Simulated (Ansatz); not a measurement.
BiF2, charge +1, singlet, geometry from GFN2-xTB (such geometries of metal compounds can be far from the true shape) (core potentials on Bi), atoms displaced at random by about 0.1 Å a coordinate; HF/def2-SVP (Ansatz, a quantum-chemistry and plane-wave program).

Here is a job for Ansatz.
Ansatz 0.2 input:
```yaml
crystal:
  periodic: [false, false, false]
  atoms:
    - {symbol: Bi, position_ang: [0.20771395, 0.14626528, 0.08750216]}
    - {symbol: F, position_ang: [-1.14769321, 0.70706994, -1.23750054]}
    - {symbol: F, position_ang: [-1.01017047, -1.42810481, 0.32468426]}
basis:
  gaussian:
    orbitals: def2-SVP
hamiltonian:
  xc: hf
total_charge: 1
relax: {}
```

Output, abridged:

```
Functional definition: HF
646 factors; integrals over basis functions are off by at most 1.7e-4 eV
mean field evaluation 1: about -11199.6015 eV, gradient 7.6e1 eV
mean field evaluation 2: about -11199.7058 eV, gradient 7.5e1 eV
mean field evaluation 4: about -11210.2578 eV, gradient 3.6e0 eV
mean field evaluation 8: about -11210.3850 eV, gradient 2.5e-1 eV
mean field evaluation 16: about -11210.3855 eV, gradient 6.6e-6 eV
mean field -11210.38548417 eV, -411.9740678712 hartree, gradient 6.6e-6 eV, S^2 0.000000; 0 other end points of the search recorded, 0 dependent functions left out
the calculation of the forces begins
reference -11210.38548417 eV, -411.9740678712 hartree; 20, 20 occupied and 34, 34 virtual orbitals, 646 factors
relax step   1: F+E_penalty+E_count = -11210.38548417 eV  Δ(F+E_penalty+E_count) = +0.000e0 eV  max|allowed force component| = 2.325e0 eV/Å  Δτ_max = 0.0000 Å  (44 SCF iters, accepted)
these checks for a lower state are left out or cut short: starts, cluster_reference, orbital_swaps, neighbouring_geometries, increment
646 factors; integrals over basis functions are off by at most 2.0e-4 eV
mean field -11210.53591279 eV, -411.9795960210 hartree, gradient 9.7e-6 eV, S^2 0.000000; 0 other end points of the search recorded, 0 dependent functions left out
the calculation of the forces begins
reference -11210.53591279 eV, -411.9795960210 hartree; 20, 20 occupied and 34, 34 virtual orbitals, 646 factors
relax step   2: F+E_penalty+E_count = -11210.53591279 eV  Δ(F+E_penalty+E_count) = -1.504e-1 eV  max|allowed force component| = 4.984e-1 eV/Å  Δτ_max = 0.1950 Å  (37 SCF iters, accepted)
these checks for a lower state are left out or cut short: starts, cluster_reference, orbital_swaps, neighbouring_geometries, increment
646 factors; integrals over basis functions are off by at most 1.9e-4 eV
mean field evaluation 32: about -11210.5636 eV, gradient 1.8e-5 eV
mean field -11210.56362600 eV, -411.9806144624 hartree, gradient 1.1e-5 eV, S^2 0.000000; 0 other end points of the search recorded, 0 dependent functions left out
the calculation of the forces begins
reference -11210.56362600 eV, -411.9806144624 hartree; 20, 20 occupied and 34, 34 virtual orbitals, 646 factors
relax step   3: F+E_penalty+E_count = -11210.56362600 eV  Δ(F+E_penalty+E_count) = -2.771e-2 eV  max|allowed force component| = 8.781e-2 eV/Å  Δτ_max = 0.0566 Å  (38 SCF iters, accepted)
these checks for a lower state are left out or cut short: starts, cluster_reference, orbital_swaps, neighbouring_geometries, increment
646 factors; integrals over basis functions are off by at most 1.9e-4 eV
mean field -11210.56466025 eV, -411.9806524707 hartree, gradient 1.1e-5 eV, S^2 0.000000; 0 other end points of the search recorded, 0 dependent functions left out
the calculation of the forces begins
reference -11210.56466025 eV, -411.9806524707 hartree; 20, 20 occupied and 34, 34 virtual orbitals, 646 factors
relax step   4: F+E_penalty+E_count = -11210.56466025 eV  Δ(F+E_penalty+E_count) = -1.034e-3 eV  max|allowed force component| = 2.876e-2 eV/Å  Δτ_max = 0.0114 Å  (39 SCF iters, accepted)
these checks for a lower state are left out or cut short: starts, cluster_reference, orbital_swaps, neighbouring_geometries, increment
646 factors; integrals over basis functions are off by at most 1.9e-4 eV
mean field -11210.56470757 eV, -411.9806542094 hartree, gradient 1.1e-5 eV, S^2 0.000000; 0 other end points of the search recorded, 0 dependent functions left out
the calculation of the forces begins
reference -11210.56470757 eV, -411.9806542094 hartree; 20, 20 occupied and 34, 34 virtual orbitals, 646 factors
relax step   5: F+E_penalty+E_count = -11210.56470757 eV  Δ(F+E_penalty+E_count) = -4.731e-5 eV  max|allowed force component| = 7.385e-3 eV/Å  Δτ_max = 0.0022 Å  (39 SCF iters, accepted)
646 factors; integrals over basis functions are off by at most 1.9e-4 eV
mean field evaluation 64: about -11210.5647 eV, gradient 1.1e-5 eV
mean field -11210.56470757 eV, -411.9806542094 hartree, gradient 1.1e-5 eV, S^2 0.000000; 1 other end points of the search recorded, 0 dependent functions left out
the calculation of the forces begins
reference -11210.56470757 eV, -411.9806542094 hartree; 20, 20 occupied and 34, 34 virtual orbitals, 646 factors
Total energy: -11210.56470757 eV, -411.9806542094 hartree
Atom 0 at     0.112445     0.101211     0.052402 Å, force    -0.007385    -0.002797    -0.003199 eV/Å
Atom 1 at    -1.110372     0.815981    -1.286446 Å, force     0.004063    -0.003725     0.005376 eV/Å
Atom 2 at    -0.952223    -1.491961     0.408729 Å, force     0.003322     0.006521    -0.002177 eV/Å
Dipole moment:     0.986737     0.378909     0.423823 e Å
```
